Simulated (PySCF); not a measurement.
## How methods differ on the ionisation energy of Ga⁺

Ga⁺ [Ar] 3d10 4s2 (1S) → Ga²⁺ [Ar] 3d10 4s1 (2S), as a difference of total energies. All numbers are calculated (PySCF 2.14, the spin-free X2C one-electron Hamiltonian (Gaussian nucleus), in x2c-TZVPPall (6s5p4d1f, 48 functions)). Correlated levels: valence: [Ar] 3d10 frozen. The calculations carry no spin-orbit coupling.

| method | ionisation energy (eV) | error (eV) |
| --- | --- | --- |
| UHF | 18.740 | -1.775 |
| MP2 (valence) | 19.452 | -1.063 |
| SCS-MP2 (valence) | 19.594 | -0.921 |
| CCSD (valence) | 19.738 | -0.777 |

Reference: 20.515 eV (measured; NIST Atomic Spectra Database, ionization energies).

Errors of the correlated levels include the incompleteness of this basis and the frozen core.

With two correlated electrons CCSD is exact in that space.
